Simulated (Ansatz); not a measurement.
Isomers of CH4BClO, B3LYP-D3(BJ)/def2-TZVP minima from an xTB search, which can miss the lowest.
Isomer 1, SMILES CB(O)Cl (charge 0, multiplicity 1):
```xyz
8

C     -1.0413     0.0220     0.0573
B      0.5127     0.0941    -0.0227
O      1.2681    -1.0202    -0.1222
Cl     1.3424     1.6869     0.0168
H     -1.4941     0.5833    -0.7644
H     -1.3999     0.4907     0.9775
H     -1.4045    -1.0052     0.0224
H      2.2166    -0.8516    -0.1647
```
Isomer 2, SMILES COBCl (charge 0, multiplicity 1):
```xyz
8

C     -1.0248    -0.4125    -0.2465
O     -0.1837     0.5818     0.3389
B      1.1403     0.6829     0.2163
Cl     2.1166    -0.4588    -0.7415
H     -1.5398    -0.9352     0.5585
H     -0.4529    -1.1214    -0.8429
H     -1.7582     0.0932    -0.8733
H      1.7026     1.5699     0.7663
```

Frozen-core correlation. MP2 and its Hartree–Fock in cc-pV(Q+d)Z are density fitted.

Codes used: Ansatz (Gaussian basis) for Hartree–Fock, density functionals and correlated methods. Each number belongs to the level named beside it.

The energy of isomer 2 above isomer 1 is E(isomer 2) − E(isomer 1). Total energies (hartree):

```csv
level,isomer 2,isomer 1
HF/cc-pV(T+d)Z,-599.3989505,-599.4351183
MP2/cc-pV(T+d)Z,-600.0998973,-600.1409467
HF/cc-pV(Q+d)Z,-599.4124085,-599.4485673
MP2/cc-pV(Q+d)Z,-600.1686362,-600.2100815
CCSD(T)/cc-pV(T+d)Z,-600.1660259,-600.2051097
```

**Question.** Work out the energy of isomer 2 above isomer 1 at the basis-set limit: extrapolate the MP2 correlation part as X⁻³, take Hartree–Fock from the larger set, and add the CCSD(T) − MP2 difference of cc-pV(T+d)Z.

**Answer.** 
1. Differences (1 hartree = 627.509 kcal/mol): HF/cc-pV(T+d)Z 22.696; MP2/cc-pV(T+d)Z 25.759; HF/cc-pV(Q+d)Z 22.690; MP2/cc-pV(Q+d)Z 26.007; CCSD(T)/cc-pV(T+d)Z 24.525.
2. Correlation parts, MP2 less HF: 3.063 in cc-pV(T+d)Z (X = 3), 3.317 in cc-pV(Q+d)Z (X = 4).
3. Limit (4³·(3.317) − 3³·(3.063))/(4³ − 3³) = 3.503; with HF/cc-pV(Q+d)Z it gives 26.193.
4. CCSD(T) less MP2 in cc-pV(T+d)Z: -1.233.
Result: 24.96 kcal/mol, against 25.76 at MP2/cc-pV(T+d)Z. It is an estimate of this method's limit, not of the exact value.

Ansatz is a program for electronic structure.
